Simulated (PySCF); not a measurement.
Compound: C5H14GaN.
Numbering: `[CH3:1][CH2:2][C@@H:3]1[CH2:4][C@H:5]1[GaH2-:6][NH3+:7]` (hydrogens: H8, H9, H10 on C1; H11, H12 on C2; H13 on C3; H14, H15 on C4; H16 on C5; H17, H18 on Ga6; H19, H20, H21 on N7)

Level of theory: PBE0-D3(BJ)/def2-SVP geometry optimisation, gas phase (PySCF).

Problem. What internal coordinates does the optimisation give?

Solution. 
```json
{"bond": "C1–C2", "length (Å)": "1.522"}
{"bond": "C2–C3", "length (Å)": "1.508"}
{"bond": "C3–C4", "length (Å)": "1.492"}
{"bond": "C4–C5", "length (Å)": "1.512"}
{"bond": "C5–Ga6", "length (Å)": "1.975"}
{"bond": "Ga6–N7", "length (Å)": "2.156"}
{"bond": "C3–C5", "length (Å)": "1.516"}
{"bond": "C1–H8, C1–H9, C1–H10", "length (Å)": "1.102"}
{"bond": "C2–H11", "length (Å)": "1.105"}
{"bond": "C2–H12", "length (Å)": "1.104"}
{"bond": "C3–H13", "length (Å)": "1.101"}
{"bond": "C4–H14", "length (Å)": "1.095"}
{"bond": "C4–H15", "length (Å)": "1.095"}
{"bond": "C5–H16", "length (Å)": "1.099"}
{"bond": "Ga6–H17", "length (Å)": "1.588"}
{"bond": "Ga6–H18", "length (Å)": "1.584"}
{"bond": "N7–H19, N7–H20, N7–H21", "length (Å)": "1.020"}
```

Bonds in one row agree within 0.01 Å and their mean is given. A selection of angles:
```json
{"angle": "C2–C1–H8", "degrees": "110.8"}
{"angle": "H8–C1–H9", "degrees": "107.5"}
{"angle": "C1–C2–C3", "degrees": "112.8"}
{"angle": "C1–C2–H11", "degrees": "109.6"}
{"angle": "C1–C2–H12", "degrees": "109.6"}
{"angle": "C3–C2–H11", "degrees": "109.8"}
{"angle": "C3–C2–H12", "degrees": "108.8"}
{"angle": "H11–C2–H12", "degrees": "106.0"}
{"angle": "C2–C3–C4", "degrees": "121.3"}
{"angle": "C2–C3–C5", "degrees": "120.4"}
{"angle": "C2–C3–H13", "degrees": "113.4"}
{"angle": "C4–C3–C5", "degrees": "60.3"}
{"angle": "C4–C3–H13", "degrees": "115.3"}
{"angle": "C5–C3–H13", "degrees": "116.2"}
{"angle": "C3–C4–C5", "degrees": "60.6"}
{"angle": "C3–C4–H14", "degrees": "117.4"}
{"angle": "C3–C4–H15", "degrees": "118.3"}
{"angle": "C5–C4–H14", "degrees": "118.1"}
{"angle": "C5–C4–H15", "degrees": "118.8"}
{"angle": "H14–C4–H15", "degrees": "113.7"}
{"angle": "C4–C5–Ga6", "degrees": "122.0"}
{"angle": "C4–C5–H16", "degrees": "113.2"}
{"angle": "Ga6–C5–H16", "degrees": "117.1"}
{"angle": "C3–C5–C4", "degrees": "59.1"}
{"angle": "C3–C5–Ga6", "degrees": "119.4"}
{"angle": "C3–C5–H16", "degrees": "113.3"}
{"angle": "C5–Ga6–N7", "degrees": "96.4"}
{"angle": "C5–Ga6–H17", "degrees": "114.4"}
{"angle": "C5–Ga6–H18", "degrees": "120.4"}
{"angle": "N7–Ga6–H17", "degrees": "98.5"}
{"angle": "N7–Ga6–H18", "degrees": "99.3"}
{"angle": "H17–Ga6–H18", "degrees": "119.4"}
{"angle": "Ga6–N7–H19", "degrees": "111.4"}
{"angle": "Ga6–N7–H20", "degrees": "113.6"}
{"angle": "Ga6–N7–H21", "degrees": "108.1"}
{"angle": "H19–N7–H20", "degrees": "107.9"}
```

Torsions: C1–C2–C3–C4 152° (antiperiplanar); C2–C3–C4–C5 -110° (anticlinal); C3–C4–C5–Ga6 -107° (anticlinal); C4–C5–Ga6–N7 132° (anticlinal); C2–C3–C5–C4 111° (anticlinal).

N7 (nitrogen bonded to Ga and 3 H) is distorted tetrahedral (angles from 107.4° to 113.6°). Ga6 (gallium bonded to C, N and 2 H) has angles from 96.4° to 120.4°. The C–C distances run from 1.492 Å (C3–C4, drawn single) to 1.522 Å (C1–C2, drawn single), a spread of 0.030 Å. The 3-membered ring C3–C4–C5 has internal angles of 59.1° to 60.6°. Of the pairs four or more bonds apart, H12···H16 is among the closest relative to their van der Waals radii: 2.50 Å, 104 % of the sum of Bondi's values.

Point group: C1 (no symmetry element, even within 0.4 Å). Not checked by PBE0-D3(BJ)/def2-SVP frequencies. One conformer, not necessarily the lowest.

The run took 7.2 min wall, 5.2 min CPU on an Intel Xeon at 2.50 GHz with one thread, shared host, and the process peaked at 0.89 GiB of memory. That covers the optimisation of the geometry.
